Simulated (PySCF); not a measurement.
# Electron correlation in S⁺ (sulfur, charge +1)

[Ne] 3s1 3p3 3d1, high-spin 6D determinant (an excited configuration). All numbers are calculated (PySCF 2.14, no relativity, point nucleus, in aug-cc-pwCVQZ). Frozen: 1s2; 13 electrons correlated.

MP2 pair energies summed by pair of shells (mhartree):

```
 pair   energy  share (%)
2p-2p  -191.37       56.2
2s-2p   -61.47       18.1
2p-3p   -26.23        7.7
3p-3p   -16.82        4.9
3p-3d   -11.40        3.3
2s-2s   -10.12        3.0
2p-3s    -7.99        2.3
2s-3p    -4.68        1.4
3s-3p    -3.74        1.1
2p-3d    -2.97        0.9
3s-3d    -1.59        0.5
2s-3s    -1.56        0.5
2s-3d    -0.51        0.2
```

Total MP2 correlation energy: -340.47 mhartree.

Same-spin part -116.22 and opposite-spin part -224.25 mhartree; SCS-MP2 scales them by 1/3 and 6/5 to -307.84 mhartree.
